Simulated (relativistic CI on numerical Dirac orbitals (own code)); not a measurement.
**Zr4+: L2,3 absorption edge**

Computed with this model: Dirac-Coulomb-Breit CI, orbitals from a KLI potential per configuration, model QED, valence Slater integrals scaled by 0.9, multiplet model of core-to-valence dipole absorption; configurations [Ar] 3d10 4s2 4p6 → [He] 2s2 2p5 3s2 3p6 3d10 4s2 4p6 4d; 10 K; Lorentzian 2.4 eV and Gaussian 0.5 eV FWHM. Energies are those of the free ion, without screening or charge transfer. The branching ratio is the share of the lower-energy edge in the whole absorption, uncertain by about 0.02 where the edges overlap. S is read from ⟨S²⟩ = S(S + 1).

Field parameters in Wybourne normalisation: Td as Oh with Dq negative (B⁴₀ = 21Dq, B⁴₄ = √(5/14) B⁴₀). The field is a parameter set, without covalency.

free ion: ground-state S = 0.00, centroid 2257.68 eV, branching ratio 0.677. Peaks (eV, height): 2230.5 (100), 2314.5 (48).

Td, 10Dq = -11350 cm⁻¹: ground-state S = 0.00, centroid 2257.68 eV, branching ratio 0.677. Peaks (eV, height): 2230.8 (100), 2314.8 (44).

Td, 10Dq = -15400 cm⁻¹: ground-state S = 0.00, centroid 2257.68 eV, branching ratio 0.677. Peaks (eV, height): 2231.0 (100), 2315.0 (43).

Td, 10Dq = -19400 cm⁻¹: ground-state S = 0.00, centroid 2257.68 eV, branching ratio 0.677. Peaks (eV, height): 2231.2 (100), 2313.2 (30), 2315.2 (43).

The statistical ratio of this edge is 2/3 = 0.667. Values above it arise where the holes sit mainly in the j = l + 1/2 valence subshell or the ground state has high spin; values below it where core-valence Coulomb terms move weight to the upper edge, as in nearly empty shells. At deep edges of heavy elements the radial integrals of the two core levels differ, which raises the baseline.

Strongest unbroadened transitions for free ion:

```json
{"Energy (eV)": "2229.25", "Relative strength": "0.4"}
{"Energy (eV)": "2230.54", "Relative strength": "100.0"}
{"Energy (eV)": "2314.53", "Relative strength": "48.0"}
```
